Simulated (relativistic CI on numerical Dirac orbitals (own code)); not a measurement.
# Fe²⁺ in a cubic cluster: L2,3 absorption with charge transfer

Computed with a charge-transfer multiplet model of a cubic metal-ligand cluster with up to 3 ligand holes, Slater and spin-orbit integrals from Dirac-Coulomb-Breit ions, Slater integrals scaled by 0.8. The ground state mixes d6 with configurations of k ligand holes L, whose averages lie at kΔ + k(k − 1)U_dd/2; a core hole lowers each added d electron by U_cd. 300 K, Lorentzian 0.4 eV and Gaussian 0.3 eV FWHM.

Atomic integrals in eV (Slater integrals scaled, ζ unscaled), ground: F2dd 8.723, F4dd 5.416, zeta_d 0.049; with the core hole: F2dd 9.374, F4dd 5.826, zeta_d 0.067, zeta_core 8.135, F2cd 5.460, G1cd 4.059, G3cd 2.306.

Cluster parameters (eV): Δ = 5.2, U_cd = 7, 10Dq = 1.5, 10Dq(ligand) = 1, V(eg) = 1.8, V(t2g) = -0.92, final-state hopping factor = 1.

```csv
Case,n_d,d6,d7L,d8L2,d9L3,S
U_dd = 3.6 eV,6.29,0.73,0.25,0.02,0.00,0.04
U_dd = 5 eV,6.28,0.74,0.24,0.02,0.00,0.04
U_dd = 5.7 eV,6.27,0.74,0.24,0.01,0.00,0.04
U_dd = 7.1 eV,6.26,0.75,0.24,0.01,0.00,0.05
U_dd = 7.8 eV,6.26,0.75,0.24,0.01,0.00,0.05
```

Weights, n_d and S are thermal averages at 300 K. Photon energies count from the first peak over 30 % of the highest in each spectrum, which can be another peak from case to case. The parameters are a model scan and need not match a compound or its usual spin state. Peaks in eV (height, largest 100):
- U_dd = 3.6 eV: -1.5 (7), 0.0 (100), 2.0 (20), 3.1 (11), 4.5 (6), 5.9 (10), 12.0 (58), 13.4 (12), 15.7 (5)
- U_dd = 5 eV: -1.7 (8), 0.0 (100), 1.8 (29), 3.7 (8), 11.9 (53), 13.2 (16)
- U_dd = 5.7 eV: -1.7 (8), 0.0 (100), 1.8 (32), 4.2 (5), 12.0 (49), 13.2 (18)
- U_dd = 7.1 eV: -1.8 (8), 0.0 (100), 1.8 (37), 3.3 (6), 12.1 (49), 13.1 (20)
- U_dd = 7.8 eV: -1.9 (8), 0.0 (100), 1.7 (38), 3.2 (6), 12.0 (48), 13.0 (20)

Curve for U_dd = 5 eV (points under 2 left out, the grid thinned):

```tsv
E (eV)	Intensity
-2.4	2.2
-2.1	4.1
-1.8	7.7
-1.5	6.8
-1.2	8.5
-0.8	18.7
-0.5	48.0
-0.2	91.7
0.1	91.2
0.4	47.7
0.7	27.5
1.0	17.6
1.3	16.2
1.6	22.8
2.0	23.4
2.3	10.8
2.6	6.8
2.9	4.4
3.2	4.5
3.5	7.1
3.8	7.5
4.1	4.0
4.4	3.0
4.8	2.6
5.1	2.6
5.4	2.4
6.0	2.0
6.3	2.4
6.6	2.8
10.4	2.0
10.7	2.9
11.1	6.2
11.4	15.2
11.7	42.2
12.0	51.3
12.3	36.0
12.6	17.3
12.9	14.5
13.2	16.5
13.5	13.5
13.9	7.2
14.2	4.0
14.5	2.3
16.2	2.8
16.5	2.1
```

For the case U_dd = 5.7 eV, Δ = 5.2 eV is smaller than U_dd = 5.7 eV, the charge-transfer side of the Zaanen-Sawatzky-Allen scheme. With the core hole the configuration with one ligand hole lies at Δ + U_dd − U_cd = 1.8, 3.2, 3.9, 5.3, 6.0 eV from the one without, in the order of the table; where this is negative the screened configuration lies lower, though the effective hopping of about 3.4 eV (from the holes of the mixed ground state) mixes the two strongly wherever it is as large as the gap.
